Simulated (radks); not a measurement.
Values are calculated unless marked as measured or tabulated.
Fractional charge and spin in the 5p shell of osmium: the spin-up occupation runs from 2 to 3 and the spin-down occupation from 2 to 3; the fullest corner is Os2+, [Kr] 4d10 4f14 5s2 5d(up 3, down 3) 5p(up 3, down 3). Code: a radial shooting solver on a logarithmic mesh with Libxc functionals. Model: scalar-relativistic Kohn-Sham, BLYP, spin-polarised, spherical densities, finite nucleus; Fermi nuclear charge, rms radius of each element as measured or else 0.836 A^(1/3) + 0.57 fm. Energy (eV) minus the two flat planes that join the four corners (they meet along the diagonal where the two added fractions sum to one electron); zero is where a piecewise linear energy would lie.

down \ up,2,2.5,3
2,0.000,-1.979,0.000
2.5,-1.979,0.231,-1.831
3,0.000,-1.831,0.000

Corners above the fullest one (they belong to Os3+ and the next ion): (up 3, down 2) 75.077 eV, (up 2, down 3) 75.077 eV, (up 2, down 2) 166.34 eV. With half an added electron in each spin the energy lies 0.231 eV from the planes, and with half an added electron in spin up alone -1.979 eV. The planes are only a guide here: the flat-plane condition holds for ground states with one frontier orbital, while this shell lies below other occupied shells, so the corners above the fullest one are inner-hole states and not the ground states of those ions.
